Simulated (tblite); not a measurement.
Isomers of C5H4N3O (doublet state). All values are computed: GFN2-xTB (tblite) harmonic vibrations without scaling, gas phase. The method is semi-empirical: single wavenumbers can be off by several per cent or more. One conformer each. Open shells enter through the occupations alone, without spin polarisation, and single modes of such species can be off by tens of per cent.

Electronic energies: GFN2-xTB at the same geometries; isomer energies are rough at this level and their order can be wrong.

```csv
SMILES,"electronic energy, lowest = 0 (kcal/mol)"
[CH]1COc2nncnc21,0.0
COC(C#N)(C#N)C=[N],91.9
[H]/N=[C]\C(C#N)(C#N)OC,93.3
```

Question: How do GFN2-xTB zero-point energies change the relative energies?

Answer: 
```
                 SMILES  ZPE (kcal/mol)  of it from modes above 1550 cm⁻¹  electronic (kcal/mol)  with ZPE, lowest = 0 (kcal/mol)  lowest mode (cm⁻¹)  rings
       [CH]1COc2nncnc21            55.0                              21.8                    0.0                              0.0                 170      2
     COC(C#N)(C#N)C=[N]            50.9                              26.3                   91.9                             87.9                  52      0
[H]/N=[C]\C(C#N)(C#N)OC            51.1                              27.0                   93.3                             89.3                  47      0
```

The zero-point energies span 4.1 kcal/mol, from `COC(C#N)(C#N)C=[N]` to `[CH]1COc2nncnc21`. The order is unchanged.
